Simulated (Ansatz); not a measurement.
`BCC=O` + CH₃OH → `COCC=O` + BH₃  (substitution at a C–B bond)

Gas-phase electronic energies from Ansatz, PBE0-D4/def2-TZVP geometries. CCSD(T)/CBS is the MP2 limit (def2-TZVPP, def2-QZVPP) plus CCSD(T) − MP2 in def2-TZVPP, frozen cores. This one scheme is used for every species. DFT in def2-TZVPP. Each species was taken in one conformer, which may not be the lowest.

CCSD(T)/CBS gives +94.7 kJ/mol.

Problem. Another level gave +101.0 kJ/mol. Which?
A. HF/def2-TZVPP
B. B2PLYP/def2-TZVPP
C. PBE0/def2-TZVPP
D. SCS-MP2/def2-TZVPP

Solution. C. PBE0 101.0, B2PLYP 93.1, SCS-MP2/def2-TZVPP 88.1, HF/def2-TZVPP 81.2 kJ/mol.

Problem. What do rigid-rotor, harmonic-oscillator terms from PBE0-D4/def2-TZVP frequencies (298.15 K, 1 bar) make of the CCSD(T)/CBS value? (Best estimate.)

Solution. Computed: ΔZPE = -5.9 kJ/mol, ΔH = +89.8 kJ/mol, ΔS = -23 J/(mol·K), ΔG = +96.5 kJ/mol.

Largest T1 diagnostic among the species: 0.014.

At CCSD(T), def2-SVP lies −17.1 kJ/mol from the extrapolated value and def2-TZVPP −5.2 kJ/mol. Leaving LDA and LC-ωPBE aside and taking each functional with its dispersion term where it has one, the values, not all of them listed here, spread over 13.0 kJ/mol, from ωB97X-V to PBE-D4.
